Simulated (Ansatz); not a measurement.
I₂Pb, singlet, geometry from GFN2-xTB (such geometries of metal compounds can be far from the true shape) (core potentials on I, Pb); Ansatz (a quantum-chemistry and plane-wave program) with B3LYP/def2-SV(P).

Here is a job for Ansatz.
Ansatz 0.2 input:
```yaml
crystal:
  periodic: [false, false, false]
  atoms:
    - {symbol: Pb, position_ang: [-0.00852880, -0.00721361, 0.96279553]}
    - {symbol: I, position_ang: [1.06067820, -1.86389256, -0.74947342]}
    - {symbol: I, position_ang: [-1.04748270, 1.87505324, -0.74013476]}
basis:
  gaussian:
    orbitals: def2-SV_P_.json
hamiltonian:
  xc: b3lyp
```
The basis file holds def2-SV(P) in the JSON format of the Basis Set Exchange.

The log (banner, timings and long lists left out):

```
Functional definition: B3LYP
1016 factors; integrals over basis functions are off by at most 1.4e-4 eV
mean field evaluation 1: about -21459.0609 eV, gradient 1.5e1 eV
mean field evaluation 2: about -21455.7921 eV, gradient 3.4e1 eV
mean field evaluation 4: about -21460.1185 eV, gradient 8.8e-1 eV
mean field evaluation 8: about -21460.1440 eV, gradient 3.0e-2 eV
mean field evaluation 16: about -21460.1440 eV, gradient 4.1e-5 eV
mean field -21460.14400721 eV, -788.6457460568 hartree, gradient 2.8e-5 eV, S^2 0.000000; 0 other end points of the search recorded, 0 dependent functions left out
reference -21460.14422434 eV, -788.6457540362 hartree; 36, 36 occupied and 42, 42 virtual orbitals, 1016 factors
Total energy: -21460.14422434 eV, -788.6457540362 hartree
```
